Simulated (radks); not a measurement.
The numbers below are computed, except where a source is named.
Question: Species: Tl60+. Configuration: [Ar] 3d3. Code: a radial shooting solver on a logarithmic mesh with Libxc functionals. Model: scalar-relativistic Kohn-Sham, LB94 model potential, spin-polarised, spherical densities, finite nucleus; open shells are filled with parallel spins first (spin-orbit coupling, left out, can overturn this in heavy ions); Fermi nuclear charge, rms radius 5.4759 fm. Some entries of the table are withheld. Estimate them.

| orbital | occ. | eigenvalue (eV) | <1/r> (bohr^-1) |
|---|---|---|---|
| 1s down | 1 | -90240.20 | 99.50 |
| 1s up | 1 | -90239.64 | 99.50 |
| 2s up | 1 | -19597.93 | 23.50 |
| 2s down | 1 | -19597.64 | 23.51 |
| 2p down | 3 | -17482.82 | 20.75 |
| 2p up | 3 | -17482.50 | 20.74 |
| 3s up | 1 | -7483.530 | 9.180 |
| 3s down | 1 | -7461.587 | 9.164 |
| 3p up | 3 | -6867.377 | (1) |
| 3p down | 3 | -6845.660 | (2) |
| 3d up | 3 | -6322.711 | 7.908 |
| 3d down | 0 | -6301.767 | 7.911 |

Answer: 
(1) 3p up <1/r> (bohr^-1): 8.393
(2) 3p down <1/r> (bohr^-1): 8.381
